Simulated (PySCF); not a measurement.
A GIAO shielding run with PySCF (density fitting, non-relativistic, gas phase) on SMILES CS[C@@H](C)[Si@@H](C)[SiH2]N, C4H15NSSi2:

```
$ OMP_NUM_THREADS=1 python probes_run.py task.json out

{"job": {"kind": "nmr", "xc": "PBE0", "basis": "pcSseg-1"}, "charge": 0, "multiplicity": 1}
C      3.309629     0.945139    -0.100030
S      1.525070     1.279144    -0.017894
C      0.853913    -0.417533    -0.195436
C      0.923310    -1.163158     1.124630
Si    -0.933568    -0.250455    -0.901485
C     -1.558215    -2.029064    -1.179974
Si    -2.334176     0.908101     0.531461
N     -1.888318     2.564102     0.401910
H      3.603052     0.290863     0.716200
H      3.546950     0.492157    -1.059198
H      3.812807     1.901902    -0.005494
H      1.502046    -0.901862    -0.929681
H      1.945427    -1.228626     1.498921
H      0.546738    -2.176712     0.996630
H      0.319319    -0.659086     1.876534
H     -0.718648     0.336888    -2.239175
H     -0.846864    -2.637738    -1.730455
H     -1.765565    -2.532605    -0.240222
H     -2.482701    -2.013249    -1.747494
H     -3.748771     0.879046     0.141001
H     -2.306407     0.375231     1.913536
H     -0.910171     2.804598     0.375611
H     -2.399609     3.259899     0.920469
```

Hardware: 1 thread of an Intel Xeon, shared host. The job also computes population analyses, field gradients.

Task: How large is the calculation?

Result: 90 electrons, 232 basis functions and 1269 auxiliary functions.

Task: How long does it take, and how much memory does it need?

Result: 2.6 min of wall time, with 13 SCF cycles and 5 response iterations; peak memory 1.1 GiB. Times on a shared host scatter by some tens of per cent.
